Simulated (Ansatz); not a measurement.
Geometry optimisation, RKS PBE0/def2-SVP in Ansatz.

input.yaml

```yaml
crystal:
  periodic: [false, false, false]
  atoms:
    - { symbol: B, position_ang: [0.167561, 0.218758, 0.215822] }
    - { symbol: "N", position_ang: [-0.03259, -0.434745, 1.509074] }
    - { symbol: H, position_ang: [-0.951789, -0.690672, 1.849186] }
    - { symbol: H, position_ang: [0.741387, -0.857146, 2.00499] }
    - { symbol: H, position_ang: [1.233004, 0.385559, -0.304205] }
    - { symbol: F, position_ang: [-0.973605, 0.599352, -0.46101] }
    - { symbol: O, position_ang: [-0.360825, 2.478368, 1.396903] }
    - { symbol: Al, position_ang: [-1.739761, 2.444006, 0.33807] }
    - { symbol: H, position_ang: [-3.111654, 1.843385, 0.884503] }
    - { symbol: H, position_ang: [-1.653255, 3.420517, -0.904855] }
    - { symbol: H, position_ang: [-0.247073, 1.757017, 2.053222] }
basis:
  gaussian: { orbitals: def2-SVP }
hamiltonian:
  xc: pbe0
relax:
  f_tol: 0.03
  max_steps: 50
output:
  orbitals: {}
```

Run as:

```bash
$ ansatz run input.yaml --threads 2 --pin off --max-ram 3072MiB --backend cpu --events-out ev --progress --plain --runs-dir out
```

**Question.** Where does it end, and by what steps?

**Answer.** It converged. The force dipped under the threshold on the way, but the program's further checks kept it going. After 41 steps the energy has fallen by 1.029 eV; F6 moved furthest, 1.53 Å. Parted: B1–F6 (1.38 → 3.28 Å). Joined: B1–O7 (2.60 → 1.41 Å).

| step | energy less start (eV) | largest force component (eV/Å) | accepted |
| --- | --- | --- | --- |
| 0 | 0.0000 | 2.445 | yes |
| 2 | -0.1547 | 1.908 | yes |
| 4 | -0.2416 | 0.368 | yes |
| 6 | -0.2649 | 0.163 | yes |
| 8 | -0.2769 | 0.619 | yes |
| 10 | -0.3393 | 0.501 | yes |
| 12 | -0.5405 | 0.526 | yes |
| 14 | -0.6509 | 0.457 | yes |
| 16 | -0.7356 | 1.095 | yes |
| 18 | -0.7529 | 1.409 | no |
| 20 | -0.8222 | 0.107 | yes |
| 22 | -0.8648 | 0.162 | yes |
| 24 | -0.9235 | 0.981 | yes |
| 26 | -0.9726 | 0.420 | yes |
| 28 | -0.9995 | 0.501 | yes |
| 30 | -1.0184 | 0.112 | yes |
| 32 | -1.0258 | 0.079 | yes |
| 34 | -1.0272 | 0.075 | yes |
| 36 | -1.0278 | 0.026 | yes |
| 38 | -1.0283 | 0.069 | yes |
| 40 | -1.0286 | 0.030 | yes |
| 41 | -1.0286 | 0.021 | yes |

```xyz
11
Properties=species:S:1:pos:R:3
B 0.257 0.520 0.899
N 0.580 -0.508 1.775
H 0.098 -0.720 2.640
H 1.329 -1.153 1.563
H 0.847 0.706 -0.129
F -2.316 0.999 -1.072
O -0.779 1.426 1.184
Al -1.871 2.374 -0.195
H -2.980 2.904 0.830
H -0.826 3.328 -0.919
H -1.266 1.290 2.007
```

Whether the end is a true minimum wasn't checked by a vibrational analysis.

Time of the run: 56 s on 2 threads of AMD EPYC 9R45 (Zen 5), on a shared host, peak memory 0.24 GiB.
